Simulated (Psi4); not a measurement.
H$_{18}$N$_{6}$Ni (SMILES [NH3]->[Ni+2](<-[NH3])(<-[NH3])(<-[NH3])(<-[NH3])<-[NH3]), charge +2, triplet (typed; the unrestricted solution is spin-contaminated), geometry from GFN2-xTB (such geometries of metal compounds can be far from the true shape). Base run: PBE/STO-3G (Psi4).

Geometry (Å):
```xyz
25

Ni     0.0001     0.0000     0.0000
N     -1.8058    -1.1408     0.4661
H     -2.5327    -0.5735     0.8984
H     -1.6051    -1.8965     1.1192
H     -2.2238    -1.5702    -0.3574
N     -0.5348    -0.0248    -2.1200
H     -1.5106     0.2342    -2.2566
H     -0.4146    -0.9429    -2.5441
H      0.0155     0.6264    -2.6768
N      0.4123     0.0557     2.1465
H      0.7291    -0.8399     2.5132
H     -0.4225     0.3033     2.6755
H      1.1265     0.7392     2.3919
N      1.8714     1.0652    -0.3801
H      1.8267     2.0458    -0.1086
H      2.1479     1.0477    -1.3600
H      2.6419     0.6524     0.1431
N      1.1080    -1.8660    -0.2664
H      1.7176    -2.0827     0.5200
H      1.7060    -1.8233    -1.0902
H      0.4971    -2.6714    -0.3909
N     -1.0513     1.9107     0.1540
H     -0.7923     2.5348    -0.6085
H     -0.8434     2.4056     1.0196
H     -2.0639     1.8111     0.1123
```
Charge +2, spin multiplicity 3.
Orbitals are unrestricted.
All else is at Psi4's defaults (density fitting; Cartesian or spherical functions as each basis is defined).

Variants of this job, named by their change:

```csv
change,basis functions,E (Eh),core-seconds (rough),outcome
base,66,-1825.17268,100,converged
basis = def2-SV(P),144,-1846.07273,90,converged
basis = 6-31G*,165,-1846.36783,100,converged
basis = pcseg-1,205,-1846.40605,200,converged
basis = cc-pVDZ,217,-,-,cut at the time limit
basis = def2-SVPD,298,-,-,cut at the time limit
```

Totals compare only among sets that treat the same electrons; sets with core potentials leave the core out.

Open shells are given as the SCF converged; they aren't shown to be the lowest states, and a large step between rows can be another state.
